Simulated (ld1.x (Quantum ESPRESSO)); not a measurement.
# Pseudopotential generation for selenium (Se): TM, LDA (PZ), scalar-relativistic.

```json
{
 "Element": "selenium",
 "Generator": "ld1.x (Quantum ESPRESSO) 7.5",
 "Type": "norm-conserving Troullier–Martins (Kleinman–Bylander form)",
 "Functional": "LDA (PZ)",
 "Relativity": "scalar-relativistic",
 "Frozen core": "[Ne] 3s2",
 "Valence charge": "22",
 "Reference configuration": "3p6 3d10 4s2 4p3.5 (charge +0.5)",
 "Partial waves": "4s (bound): rc 1.35 bohr; 3p (bound): rc 0.80 bohr; 4f channel at -0.2 Ry: rc 1.00 bohr; 3d (bound): rc 1.15 bohr",
 "Local potential": "the d channel",
 "Core correction": "a·sin(br)/r model core inside 0.75 bohr"
}
```

Occupied shells without a wave of their own: 4p. They enter only through the test configuration that unscreens the potential, and ld1.x also counts them in the model core charge.

All-electron outer shells of the reference configuration (LDA (PZ), scalar-relativistic, ld1.x):

```
shell  level (eV)  outermost node (bohr)  outermost maximum (bohr)
   3s     -217.68                   0.24                      0.50
   3p     -157.72                   0.21                      0.50
   3d      -58.39                      –                      0.45
   4s      -22.10                   0.70                      1.49
   4p      -10.95                   0.74                      1.77
```

Calculated quality:

```
Cutoffs needed           : 260 Ry and over 300 Ry (the cutoffs (Ry, on a coarse ladder) from which the occupation-weighted sum of valence levels, in a spherical-Bessel basis at the reference potential, stays within 10 and 1 mRy of its value at 400 Ry)
Ghost test               : ghost state, extra bound levels that the all-electron valence spectrum of the same l lacks: s at -416.9 eV; a true bound ghost makes a file unfit for plane-wave use (spherical-Bessel basis up to 400 Ry, 20 bohr box)
Largest excitation error : -3384 meV (all-electron minus pseudo) for 3p6 3d10 4s0 4p6, out of 7 test configurations
```

Note: ghost state, extra bound levels that the all-electron valence spectrum of the same l lacks: s at -416.9 eV. A true bound ghost makes a file unfit for plane-wave use. The potential misses its own reference levels by up to 1.2 eV, so it is not fit for use. ld1.x takes every shell without a wave as core, so the model core holds the 4p electrons as well and exchange and correlation see them twice. This cancels in the reference configuration, but the file is broken for other ones, and its errors say nothing about a proper core correction.

Generation and tests took about 3.6 s on one core of a shared server CPU.
